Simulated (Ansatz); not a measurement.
Species: H₄OSi₃, SMILES `O=[SiH][SiH]=[SiH2]` (O–Si–Si–Si torsion 159°) (charge 0, multiplicity 1).

Problem. Give a relaxed geometry from B3LYP-D3(BJ)/def2-TZVP (Ansatz, an electronic-structure program).

Solution. This is not unique; one that fits is the end point of this relaxation, one of several conformers (outside a Z-matrix the atoms follow the SMILES, hydrogens last).
Cartesian coordinates (Å) in one orientation:
```xyz
8

O      3.181    -0.776     0.341
Si     1.852    -0.272    -0.212
Si    -0.019     0.240     1.001
Si    -1.746     0.193    -0.297
H      1.615     0.015    -1.653
H     -0.158    -0.135     2.422
H     -1.570     0.456    -1.739
H     -3.154     0.279     0.137
```
